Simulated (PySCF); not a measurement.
AsF⁺: a composite coupled-cluster calculation

State: ²Π, doublet, unpaired electrons π ↑. De refers to As⁺ + F. ROHF-based CCSD(T) in PySCF 2.14 with As cc-pwCVDZ-PP with ECP10, F aug-cc-pVDZ and As cc-pwCVTZ-PP with ECP10, F aug-cc-pVTZ (frozen core orbitals: 5; scalar-relativistic core potentials). Correlation energies are extrapolated as n⁻³ (n = 2, 3), Hartree–Fock as (n+1)·exp(−9√n). CV is the change on freezing 4 orbitals instead, in As cc-pwCVTZ-PP with ECP10, F cc-pwCVTZ.

| Level | Re (Å) | ωe (cm⁻¹) | ωexe (cm⁻¹) | αe (cm⁻¹) | De (eV) |
| --- | --- | --- | --- | --- | --- |
| CCSD(T)/DZ | 1.6823 | 792.3 | 2.93 | 0.00230 | 4.206 |
| CCSD(T)/TZ | 1.6567 | 829.0 | 3.44 | 0.00252 | 4.558 |
| HF/CBS | 1.6267 | 902.0 | 3.43 | 0.00245 | 2.678 |
| MP2/CBS | 1.6520 | 842.0 | 3.24 | 0.00243 | 4.885 |
| CCSD/CBS | 1.6445 | 857.8 | 3.39 | 0.00246 | 4.411 |
| CCSD(T)/CBS | 1.6534 | 834.4 | 3.47 | 0.00253 | 4.649 |
| CCSD(T)/CBS+CV | 1.6529 | 834.9 | 3.47 | 0.00253 | 4.653 |

Q: How much is left between CCSD(T)/TZ and the basis-set limit, and how much do the triples give at the limit?

A: CCSD(T)/CBS less CCSD(T)/TZ: -3.3 mÅ in Re, +5.4 cm⁻¹ in ωe and +0.091 eV in De. CCSD(T)/CBS less CCSD/CBS: +8.9 mÅ in Re, -23.4 cm⁻¹ in ωe and +0.238 eV in De.

Q: What do the later terms add?

A: CV: -0.5 mÅ in Re, +0.5 cm⁻¹ in ωe and +0.004 eV in De, each against the row above.

The T1 diagnostic is 0.021. The state was picked by a PBE0 search and need not be the measured ground state. Spin–orbit coupling, excitations beyond (T) and corrections to the Born–Oppenheimer picture are left out.

The whole job (state search and all basis sets along the bond) took about 35 min on 4 threads of Intel Xeon 6975P-C (shared host), peak memory 12 GiB.
